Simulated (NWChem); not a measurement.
# GaN2H4Br; SMILES [NH2][Ga]([NH2])[Br]

```xyz
8

Ga    -0.0293     0.7800     0.0000
Br     0.0106    -1.5458     0.0000
N      0.0983     1.6167     1.6266
H     -0.1811     1.0742     2.4363
H     -0.2389     2.5702     1.7031
N      0.0983     1.6167    -1.6266
H     -0.2389     2.5702    -1.7031
H     -0.1811     1.0742    -2.4363
```
Atoms are numbered in this order, from 1.

All runs: NWChem. Structure relaxed at the B3LYP/6-31G* (spherical d) level. Level BLYP/def2-TZVP: energy and gradient; each run changes one setting, and changes count from the defaults (medium grid, exact Coulomb integrals, symmetry on).

```
setting          size of the energy change (μHa)  largest change of a gradient component (μHa/bohr)
---------------  -------------------------------  -------------------------------------------------
defaults                                    < 10                                               < 30
Becke weights                                 10                                                 60
coarse grid                                   20                                                600
symmetry off                                < 10                                        other frame
extra-fine grid                             < 10                                                 30
```
